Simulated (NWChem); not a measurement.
Species: C2H3Br; SMILES C=CBr

Computed with NWChem. Pople sets run with spherical d functions. This build's default masses of Se (78.918 u) and Br (79.917 u) are each other's, which moves their modes by up to 0.6 %. B3LYP is NWChem's, with the RPA form of VWN correlation. Each level has its own optimisation; frequencies are unscaled. Brackets give each atom's bonded neighbours.

| level | r C–C (Å) | r C–H [C(CHH)–H(C)] (Å) | r Br–C (Å) | r C–H [C(BrCH)–H(C)] (Å) | highest harmonic frequency (cm⁻¹) | lowest (cm⁻¹) | zero-point energy (kcal/mol) | dipole (D) |
|---|---|---|---|---|---|---|---|---|
| B3LYP/3-21G | 1.321 | 1.084 | … | 1.080 | 3261 | … | 26.8 | … |
| Hartree-Fock/STO-3G | 1.309 | 1.082 | 1.874 | 1.085 | 3810 | 395 | 31.1 | 1.35 |
| B3LYP/6-31G* | 1.327 | 1.086 | 1.912 | 1.084 | 3265 | 345 | 26.5 | 1.62 |

Q: What belongs in the gaps?

A: 
- B3LYP/3-21G, r Br–C (Å): 1.940
- B3LYP/3-21G, lowest (cm⁻¹): 350
- B3LYP/3-21G, dipole (D): 1.40
